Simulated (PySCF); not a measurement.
**Radial density of F (fluorine, neutral)**

TPSS, [He] 2s2 2p5, 2P determinant. Calculation: PySCF 2.14, in cc-pVDZ (3s2p1d, 14 functions); no relativity, point nucleus.

```tsv
r (bohr)	4πr²ρ (e/bohr)	4πr²(ρα − ρβ)
0.00373	0.07323	0.0000
0.00628	0.1988	0.0001
0.0106	0.5189	0.0002
0.0178	1.292	0.0005
0.0299	2.940	0.0013
0.0503	5.791	0.0036
0.0846	8.925	0.0129
0.142	9.304	0.0590
0.239	5.740	0.2283
0.402	4.202	0.5930
0.677	6.200	0.9056
1.14	4.571	0.6207
1.92	1.136	0.1433
3.22	0.05371	0.0080
```
